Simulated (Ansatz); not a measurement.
Stepwise reaction of `CC(C)[NH][Sn]([Cl])([Cl])[NH]C(C)C` with hydrogen chloride, as a gas-phase model of exchange steps in deposition or etching. ΔE in kJ/mol.

Computed with Ansatz on PBE0-D4/def2-TZVP structures; ΔE is electronic, products minus reactants. CCSD(T)/CBS adds triple-zeta CCSD(T) − MP2 to the extrapolated MP2 energy (def2 sets, frozen cores). This one scheme is used for every species. DFT in def2-TZVPP. B3LYP here is the variant with VWN-RPA as its local correlation; programs differ in this. def2 core potentials past Kr. For Sn outer-core shells are correlated without core-valence functions, which leaves a few kJ/mol of doubt a bond. Each species was taken in one conformer, which may not be the lowest.

```
step                                                                                 reaction  PBE-D4  B3LYP-D4  ωB97M-V  CCSD(T)/CBS
   1  `CC(C)[NH][Sn]([Cl])([Cl])[NH]C(C)C` + HCl → `CC(C)[NH][Sn]([Cl])([Cl])[Cl]` + `CC(C)N`   -70.5     -72.2    -72.8        -66.3
```

Task: Give the row of step 2, `CC(C)[NH][Sn]([Cl])([Cl])[Cl]` + HCl → `[Cl][Sn]([Cl])([Cl])[Cl]` + `CC(C)N`. (Estimate.)

Result: Computed: 
| step | reaction | PBE-D4 | B3LYP-D4 | ωB97M-V | CCSD(T)/CBS |
| --- | --- | --- | --- | --- | --- |
| 2 | `CC(C)[NH][Sn]([Cl])([Cl])[Cl]` + HCl → `[Cl][Sn]([Cl])([Cl])[Cl]` + `CC(C)N` | -65.1 | -66.7 | -66.7 | -59.3 |

Task: By hand: ΔE of the 2 steps together at CCSD(T)/CBS.

Result: (-66.3) + (-59.3) = -125.6 kJ/mol, or -62.8 kJ/mol a step.

In ΔE each step is higher than the one before. All are downhill at CCSD(T)/CBS. PBE-D4 differs from CCSD(T)/CBS by -5.8 to -4.2 kJ/mol a step. Isolated molecules leave out the surface, adducts and barriers. Largest T1 diagnostic: 0.011.
